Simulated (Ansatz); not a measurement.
Stretching the In1–H2 bond in ClFHIn (SMILES [F][InH][Cl]) (multiplicity 1 held, fragments rigid). Energies count from the point at 1.694 Å.
Geometry at that point (charge 0, multiplicity 1):
```json
[
 {"atom": "In", "x (Å)": "-0.0947", "y (Å)": "-0.4182", "z (Å)": "0.2022"},
 {"atom": "H", "x (Å)": "-1.0212", "y (Å)": "-1.8132", "z (Å)": "0.4545"},
 {"atom": "F", "x (Å)": "1.5781", "y (Å)": "-0.1126", "z (Å)": "1.1639"},
 {"atom": "Cl", "x (Å)": "-0.5023", "y (Å)": "1.3717", "z (Å)": "-1.2258"}
]
```

Unrestricted levels (U-) break spin symmetry where that is lower.

Programs: Ansatz (a quantum-chemistry and plane-wave program) with Gaussian orbitals. Values without a source in brackets are computed. In def2 rows elements past Kr take small-core potentials, without spin–orbit coupling.

Problem. What energy at R = 5.419 Å does U-PBE/def2-TZVPP give?

Solution. 66.2 kcal/mol

Problem. What energy at R = 5.419 Å does U-wB97X-V/def2-TZVPP give?

Solution. 72.6 kcal/mol

Problem. Estimate the energy at R = 5.419 Å that U-r2SCAN/def2-TZVPP returns for this input.

Solution. 68.0 kcal/mol

Doubts at one or more of the structures used: a spin-contaminated determinant (U-PBE/def2-TZVPP, U-r2SCAN/def2-TZVPP, U-wB97X-V/def2-TZVPP).
